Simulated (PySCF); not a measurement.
Several orderings of computed values.

All species are isolated and taken at one optimised geometry, non-relativistic unless stated; the electronic structure was computed with PySCF and density fitting.

Dipoles, sizes and rotational constants follow the conformer. The torsions of the flexible species, by atom-mapped SMILES:
- `[CH3:1][CH2:2][C:3]([CH3:4])([CH3:5])[SiH:6]1[NH:7][SiH2:8][NH:9]1`: C1–C2–C3–C4 64°, C2–C3–Si6–N7 83°
- `[CH3:1][C:2]([CH3:3])([CH3:4])[GeH2:5][GeH2:6][GeH3:7]`: C1–C2–Ge5–Ge6 169°, C2–Ge5–Ge6–Ge7 46°
- `[CH3:1][O:2][SiH2:3][F:4]`: C1–O2–Si3–F4 71°
- `[N:1]#[C:2][SiH:3]([NH2:4])[NH2:5]`: H–N4–Si3–C2 -28°, H–N4–Si3–C2 -179°, H–N5–Si3–C2 -62°, H–N5–Si3–C2 88°

The conformers of `N[Si@@H](C[SiH3])N1CCCC1`, `CC[C@@H]1C[Si@H](NC)N[SiH2]1`, `C[Si@](N)([SiH3])N1CCCC1`, `CN(C)[Si@@H]1CCC[Si@H]1N` and `CC[C@@H]1C[Si@@H](NC)N[SiH2]1` aren't listed.

Problem. Rank by static isotropic polarisability, lowest first (PBE0/def2-SVPD at PBE0-D3(BJ)/def2-SVP geometries).
A. `C[Si@](N)([SiH3])N1CCCC1`
B. `CC[C@@H]1C[Si@H](NC)N[SiH2]1`
C. `N[Si@@H](C[SiH3])N1CCCC1`
D. `CCC(C)(C)[SiH]1N[SiH2]N1`

Solution. D (123.5 au), B (126.9 au), C (128.7 au), A (131.6 au).

Problem. By how much do the two ends of that ranking differ?

Solution. By 8.1 au, between `C[Si@](N)([SiH3])N1CCCC1` and `CCC(C)(C)[SiH]1N[SiH2]N1`.

Problem. Rank by HOMO–LUMO gap, highest first (PBE0/def2-SVPD at PBE0-D3(BJ)/def2-SVP geometries).
A. `C[Si@](N)([SiH3])N1CCCC1`
B. `CC[C@@H]1C[Si@H](NC)N[SiH2]1`
C. `N[Si@@H](C[SiH3])N1CCCC1`
D. `CCC(C)(C)[SiH]1N[SiH2]N1`

Solution. B (6.99 eV), D (6.85 eV), C (6.69 eV), A (6.19 eV).

Problem. Rank by HOMO energy, highest first (PBE0/def2-SVPD at PBE0-D3(BJ)/def2-SVP geometries).
A. `N[Si@@H](C[SiH3])N1CCCC1`
B. `CCC(C)(C)[SiH]1N[SiH2]N1`
C. `C[Si@](N)([SiH3])N1CCCC1`
D. `[Si@@H]1([Si@H](N(C)C)CCC1)N`
E. `CC[C@@H]1C[Si@H](NC)N[SiH2]1`

Solution. C (-5.85 eV), D (-6.11 eV), A (-6.28 eV), E (-6.51 eV), B (-6.92 eV).

Problem. Give the two extremes of that set in hartree.

Solution. `CCC(C)(C)[SiH]1N[SiH2]N1`: -0.254 Eh; `C[Si@](N)([SiH3])N1CCCC1`: -0.215 Eh.

Problem. Rank by vertical ionisation energy, highest first (ΔSCF PBE0/def2-SVPD at PBE0-D3(BJ)/def2-SVP geometries).
A. `N[Si@@H](C[SiH3])N1CCCC1`
B. `C[Si@](N)([SiH3])N1CCCC1`
C. `CCC(C)(C)[SiH]1N[SiH2]N1`
D. `CC[C@@H]1C[Si@@H](NC)N[SiH2]1`
E. `CN(C)[Si@@H]1CCC[Si@H]1N`

Solution. C (8.52 eV), D (8.36 eV), A (7.95 eV), E (7.80 eV), B (7.44 eV).

Problem. Rank by smallest rotational constant, highest first (PBE0-D3(BJ)/def2-SVP).
A. `CCC(C)(C)[SiH]1N[SiH2]N1`
B. `N#C[SiH](N)N`
C. `C[C](C)(C)[GeH2][GeH2][GeH3]`
D. `CO[SiH2]F`

Solution. D (3.215 GHz), B (2.164 GHz), A (0.709 GHz), C (0.386 GHz).

Problem. Give the two extremes of that set in cm⁻¹.

Solution. `C[C](C)(C)[GeH2][GeH2][GeH3]`: 0.0129 cm⁻¹; `CO[SiH2]F`: 0.1072 cm⁻¹.

Problem. Rank by lowest singlet excitation, highest first (TDDFT PBE0/def2-SVPD at PBE0-D3(BJ)/def2-SVP geometries).
A. `C[Si@](N)([SiH3])N1CCCC1`
B. `CC[C@@H]1C[Si@H](NC)N[SiH2]1`
C. `CCC(C)(C)[SiH]1N[SiH2]N1`
D. `N[Si@@H](C[SiH3])N1CCCC1`

Solution. B (5.89 eV), D (5.70 eV), C (5.59 eV), A (5.16 eV).
